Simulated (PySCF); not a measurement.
Zn(NH2)(OSiH3) (H5NOSiZn), SMILES [NH2][Zn][O][SiH3]. Atoms are numbered in the order given.

```xyz
9

Zn    -0.3656     0.4426     0.5952
N     -1.3156     1.1052     1.9868
H     -1.0763     0.7385     2.9054
H     -2.3282     1.0540     1.9007
O      0.6396     0.0101    -0.7934
Si     1.0608    -1.2710    -1.7224
H     -0.1290    -1.9027    -2.3877
H      1.7340    -2.3512    -0.9243
H      2.0079    -0.8408    -2.7966
```

Coordinates come from a PBE0-D3(BJ)/def2-SVP optimisation. The structure was generated by enumeration; whether it is a known compound was not checked. The values are those of a single conformer.

Calculation: TDA-CAM-B3LYP/def2-SVPD run with PySCF.

Vertical excitations. The molecule is in vacuum.

### Question
Give excitation energies, oscillator strengths and character. (Estimate from the structure and the level; the computed values follow.)

### Answer

```tsv
state	energy (eV)	λ (nm)	f	main pairs
S1	5.24	237	0.076	HOMO→LUMO 90 %
S2	6.12	203	0.003	HOMO→LUMO+1 89 %
S3	6.19	200	0.011	HOMO−1→LUMO 80 %
S4	6.51	190	0.027	HOMO−2→LUMO 80 %
S5	6.98	178	0.040	HOMO→LUMO+2 84 %
S6	7.25	171	0.021	HOMO→LUMO+3 70 %
S7	7.48	166	0.050	HOMO−1→LUMO+1 85 %
S8	7.60	163	0.000	HOMO−2→LUMO+1 83 %
S9	7.64	162	0.010	HOMO−1→LUMO+2 84 %
S10	7.99	155	0.001	HOMO−1→LUMO+3 50 %, HOMO−3→LUMO 18 %, HOMO−1→LUMO+7 11 %, HOMO−1→LUMO+4 8 %
T1	4.61	269	0	HOMO→LUMO 91 %
T2	5.87	211	0	HOMO−1→LUMO 82 %
T3	6.04	205	0	HOMO→LUMO+1 96 %
T4	6.08	204	0	HOMO−2→LUMO 75 %
```
Triplets are in the Tamm–Dancoff approximation.
